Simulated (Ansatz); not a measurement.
The inner images of a band of C₃H₉NSe (14 atoms, charge 0, multiplicity 1) are given out of order.

Theory: RKS B3LYP/def2-SVP in Ansatz.

Initial state:

```xyz
14
Properties=species:S:1:pos:R:3
C -1.778 1.057 0.356
C -0.274 1.296 0.312
Se 0.791 0.071 1.440
C 0.903 -1.417 0.138
N 1.510 -1.002 -1.104
H -2.179 1.178 1.374
H -2.302 1.773 -0.303
H -2.039 0.043 0.014
H -0.015 2.307 0.663
H 0.138 1.173 -0.701
H 1.430 -2.210 0.705
H -0.118 -1.779 -0.061
H 2.502 -0.799 -0.982
H 1.417 -1.721 -1.822
```

Final state:

```xyz
14
Properties=species:S:1:pos:R:3
C -1.730 0.991 0.298
C -0.235 1.286 0.259
Se 0.874 0.121 1.408
C 0.910 -1.497 0.194
N 1.551 -1.369 -1.076
H -2.129 1.093 1.319
H -2.282 1.688 -0.356
H -1.954 -0.032 -0.044
H -0.019 2.308 0.607
H 0.172 1.211 -0.762
H 1.421 -2.247 0.816
H -0.131 -1.824 0.062
H 2.499 -1.004 -0.988
H 1.039 -0.756 -1.709
```

Q: Put them in order from the first end to the last, with their energies above the first end.
A.
```xyz
14
Properties=species:S:1:pos:R:3
C -1.728 1.014 0.265
C -0.229 1.288 0.327
Se 0.802 0.086 1.499
C 0.944 -1.486 0.219
N 1.527 -1.295 -1.060
H -2.197 1.110 1.257
H -2.224 1.726 -0.418
H -1.941 -0.002 -0.103
H -0.021 2.303 0.698
H 0.243 1.201 -0.664
H 1.529 -2.196 0.823
H -0.068 -1.895 0.103
H 2.436 -0.847 -1.095
H 0.914 -1.036 -1.822
```
B.
```xyz
14
Properties=species:S:1:pos:R:3
C -1.743 1.028 0.307
C -0.247 1.312 0.342
Se 0.808 0.088 1.478
C 0.904 -1.409 0.176
N 1.435 -0.987 -1.096
H -2.196 1.104 1.308
H -2.256 1.747 -0.356
H -1.954 0.018 -0.080
H -0.034 2.318 0.734
H 0.210 1.229 -0.655
H 1.484 -2.181 0.721
H -0.113 -1.804 0.031
H 2.439 -0.822 -1.053
H 1.249 -1.672 -1.828
```
C.
```xyz
14
Properties=species:S:1:pos:R:3
C -1.731 1.012 0.267
C -0.233 1.285 0.343
Se 0.772 0.087 1.544
C 0.942 -1.448 0.224
N 1.485 -1.106 -1.031
H -2.210 1.109 1.253
H -2.222 1.722 -0.423
H -1.940 -0.004 -0.104
H -0.027 2.304 0.704
H 0.256 1.177 -0.639
H 1.541 -2.178 0.797
H -0.063 -1.872 0.095
H 2.470 -0.908 -1.126
H 0.946 -1.208 -1.876
```
D.
```xyz
14
Properties=species:S:1:pos:R:3
C -1.733 1.017 0.278
C -0.237 1.297 0.355
Se 0.779 0.083 1.533
C 0.928 -1.410 0.208
N 1.436 -0.964 -1.058
H -2.217 1.109 1.263
H -2.223 1.726 -0.412
H -1.937 0.001 -0.098
H -0.032 2.310 0.732
H 0.251 1.192 -0.626
H 1.537 -2.164 0.741
H -0.077 -1.835 0.073
H 2.451 -0.920 -1.104
H 1.062 -1.471 -1.855
```
E.
```xyz
14
Properties=species:S:1:pos:R:3
C -1.717 0.998 0.263
C -0.220 1.284 0.285
Se 0.851 0.098 1.447
C 0.928 -1.510 0.219
N 1.511 -1.349 -1.075
H -2.156 1.086 1.269
H -2.237 1.710 -0.402
H -1.934 -0.018 -0.105
H -0.012 2.298 0.659
H 0.223 1.222 -0.722
H 1.505 -2.227 0.822
H -0.096 -1.900 0.123
H 2.423 -0.897 -1.039
H 0.918 -0.826 -1.716
```

A: B (+0.003 eV), D (+0.026 eV), C (+0.087 eV), A (-0.007 eV), E (-0.065 eV).

The run took 4 min on 2 threads of Arm Neoverse V1 (shared host), peak memory 0.4 GiB.
